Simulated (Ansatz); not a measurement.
C8H8O (`c1ccc2c(c1)CCO2`), 17 atoms. Total charge 0; spin multiplicity 1. Hardware: A = 2 threads of an AMD EPYC 7R13 on a shared host and a share of an NVIDIA H100 80 GB; B = 2 threads of an AMD EPYC 7R13 on a shared host. Correlated methods freeze the cores. Open-shell runs search over several starts.

Problem. Give the basis size and wall time and peak host memory of each of these runs in Ansatz. RKS r2SCAN0-D4/def2-TZVPP energy [A]; RKS ωB97M-V/def2-SVP energy [B]; direct RPA on PBE orbitals/def2-TZVPP energy [A]; UHF-CCSD(T)/def2-TZVPP energy of the cation [A]; UKS B3LYP-D4/def2-TZVPP energy of the cation [A]; RHF-CCSD(T)/def2-SVP energy [A]; UKS PBE0-D4/def2-TZVPP energy of the cation [A]; RKS B97M-V/def2-TZVPP energy [A]; UKS ωB97M-V/def2-TZVPP energy of the cation [A]; UKS r2SCAN-D4/def2-TZVPP energy of the cation [A]; RKS PBE0-D4/def2-TZVP relaxation (6 steps) [A]; UHF-MP2/def2-QZVPP energy of the cation [A]. (Best estimate.)

Solution. Computed: Other jobs shared the machine, so times are rough.

```
                                level                       job  functions  wall time  peak host memory (GiB)
            RKS r2SCAN0-D4/def2-TZVPP                energy [A]        391      3.4 s                    0.92
                 RHF-CCSD(T)/def2-SVP                energy [A]        166      6.5 s                    0.79
                RKS B97M-V/def2-TZVPP                energy [A]        391      9.5 s                    0.99
              UKS B3LYP-D4/def2-TZVPP  energy of the cation [A]        391      9.5 s                    0.96
direct RPA on PBE orbitals/def2-TZVPP                energy [A]        391       12 s                     1.9
               UKS PBE0-D4/def2-TZVPP  energy of the cation [A]        391       12 s                       1
                 RKS ωB97M-V/def2-SVP                energy [B]        166       13 s                    0.77
             UKS r2SCAN-D4/def2-TZVPP  energy of the cation [A]        391       14 s                     1.1
                   UHF-MP2/def2-QZVPP  energy of the cation [A]        753       20 s                     1.5
               UKS ωB97M-V/def2-TZVPP  energy of the cation [A]        391       23 s                     1.2
                RKS PBE0-D4/def2-TZVP  relaxation (6 steps) [A]        327       29 s                    0.93
               UHF-CCSD(T)/def2-TZVPP  energy of the cation [A]        391    5.5 min                       3
```

B3LYP here is the variant with VWN-RPA as its local correlation; programs differ in this.
